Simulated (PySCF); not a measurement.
**Si4BH11O3**

The system: Si4BH11O3, a molecule; neutral, singlet. The structure, one conformer, was relaxed in the gas phase by PBE0-D3(BJ)/def2-SVP. No frequency run checks that it is a minimum.

SMILES: B[Si](O[SiH3])(O[SiH3])O[SiH3]

Coordinates in Å:
```
Si1     1.101    2.334   -0.404
O2     -0.182    1.383   -0.859
Si3    -0.844   -0.128   -0.743
O4      0.337   -1.256   -1.018
Si5     1.691   -1.943   -0.341
O6     -1.415   -0.313    0.799
Si7    -1.038   -0.044    2.393
B8     -2.266   -0.441   -2.113
H9      2.310    1.992   -1.210
H10     0.736    3.760   -0.629
H11     1.409    2.122    1.045
H12     2.438   -2.664   -1.408
H13     2.562   -0.877    0.246
H14     1.304   -2.901    0.737
H15    -1.186    1.404    2.725
H16    -1.963   -0.847    3.240
H17     0.373   -0.461    2.662
H18    -3.160   -1.226   -1.907
H19    -2.228    0.105   -3.189
```

Shieldings: GIAO PBE0/pcSseg-1. Shifts are against computed references at the same level: H TMS (σ 31.27 ppm), Si TMS (σ 352.0 ppm).

Give the isotropic shieldings and shifts of the distinct atoms.


| atoms | bonded to | σ (ppm) | δ (ppm) |
| --- | --- | --- | --- |
| Si1 | 1 O + 3 H | 391.3 | -39.3 |
| O2 | 2 Si | 274.1 | - |
| Si3 | 1 B + 3 O | 415.3 | -63.3 |
| O4 | 2 Si | 275.9 | - |
| Si5 | 1 O + 3 H | 390.4 | -38.4 |
| O6 | 2 Si | 272.3 | - |
| Si7 | 1 O + 3 H | 391.0 | -39.1 |
| B8 | 1 Si + 2 H | -7.4 | - |
| H9 H10 H11 | 1 Si | 26.02 | 5.25 |
| H12 H13 H14 | 1 Si | 26.12 | 5.15 |
| H15 H16 H17 | 1 Si | 26.05 | 5.22 |
| H18 | 1 B | 22.03 | 9.24 |
| H19 | 1 B | 22.02 | 9.25 |

Values are those of this one static structure, with the three H of a rotating XH3 group averaged; atoms that internal rotation interchanges would show their mean in an NMR spectrum.

By CAM-B3LYP/def2-SVPD (TDDFT singlets, Tamm-Dancoff triplets, ionisation by delta-SCF), where does absorption start, and what does vertical ionisation take?

The lowest singlet lies at 4.42 eV (f 0.005), the strongest of the first 6 at 6.44 eV (f 0.040), the lowest triplet at 3.55 eV; vertical ionisation takes 10.55 eV.
